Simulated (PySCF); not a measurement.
Electric field gradients and quadrupole coupling constants

Species: C8H11O2 (charge -1).
SMILES with atom numbers: `[CH2:1]=[C:2]1[CH2:3][CH2:4][CH2:5][C@@H:6]([C:7](=[O:8])[O-:9])[CH2:10]1` (hydrogens: H11, H12 on C1; H13, H14 on C3; H15, H16 on C4; H17, H18 on C5; H19 on C6; H20, H21 on C10)

Geometry (PBE0-D3(BJ)/def2-SVP, Å), atoms numbered from 1 in this order:
```xyz
21
C8H11O2 angstrom
C      2.3077    0.9889   -0.6010
C      1.1676    0.3922   -0.2258
C      1.0257   -1.1054   -0.2002
C     -0.1729   -1.5519   -1.0411
C     -1.4409   -0.8248   -0.6096
C     -1.3069    0.6953   -0.6514
C     -2.6079    1.3419   -0.0481
O     -2.7224    1.1900    1.1869
O     -3.3689    1.8942   -0.8597
C     -0.0787    1.1313    0.1535
H      3.1897    0.4062   -0.8891
H      2.3910    2.0800   -0.6340
H      0.8479   -1.4194    0.8461
H      1.9575   -1.5916   -0.5350
H     -0.2971   -2.6477   -0.9645
H      0.0384   -1.3295   -2.1031
H     -1.6997   -1.0956    0.4302
H     -2.2952   -1.1306   -1.2373
H     -1.2131    1.0284   -1.6997
H     -0.3482    0.9261    1.2072
H      0.0728    2.2193    0.0664
```

Field gradients from the PBE0/pcSseg-1 density (PySCF, non-relativistic), principal values in atomic units, ordered |Vxx| ≤ |Vyy| ≤ |Vzz|:

```tsv
atom	Vxx	Vyy	Vzz
O8	0.3809	0.9486	-1.3294
O9	0.5420	0.9600	-1.5021
```

Question: Find the asymmetry η = (Vxx − Vyy)/Vzz and the couplings χ = eQV/h (234.96 MHz × Q in barn × V in au), with Q(17O) = −0.0256 b.

Answer: 
```csv
atom,environment,nucleus,η,χzz (MHz),χxx (MHz),χyy (MHz)
O8,carboxylate oxygen,17O,0.43,8.00,-2.29,-5.71
O9,carboxylate oxygen,17O,0.28,9.03,-3.26,-5.77
```

The tensor is traceless: Vxx + Vyy + Vzz = 0.

Question: What is Vzz at O8 in SI units (1 au = 9.71736 × 10²¹ V/m²)?

Answer: -1.3294 au = -12.919 × 10²¹ V/m².

Question: And the gradient at the other heavy atoms, for which no coupling is worked out here?

Answer: 
```json
{"atom": "C1", "environment": "terminal =CH2 carbon", "Vzz (au)": "-0.147", "η": "0.95"}
{"atom": "C2", "environment": "fully substituted alkene carbon", "Vzz (au)": "0.407", "η": "0.37"}
{"atom": "C3", "environment": "allylic carbon", "Vzz (au)": "-0.032", "η": "0.70"}
{"atom": "C4", "environment": "ring CH2 carbon", "Vzz (au)": "0.059", "η": "0.66"}
{"atom": "C5", "environment": "ring CH2 carbon", "Vzz (au)": "0.069", "η": "0.38"}
{"atom": "C6", "environment": "sp3 carbon next to a carbonyl", "Vzz (au)": "-0.109", "η": "0.91"}
{"atom": "C7", "environment": "carboxylate carbon", "Vzz (au)": "0.390", "η": "0.40"}
{"atom": "C10", "environment": "allylic carbon", "Vzz (au)": "0.084", "η": "0.56"}
```

Were the hydrogens deuterons (Q(2H) = 0.00286 b), χzz would run from 185 kHz (H20) to 208 kHz (H12 and H11).

The structure is a single PBE0-D3(BJ)/def2-SVP conformer in the gas phase; no vibrational or solvent corrections. The pcSseg-1 basis has no diffuse functions, a weakness for an anion. The small basis limits the accuracy of the gradients.
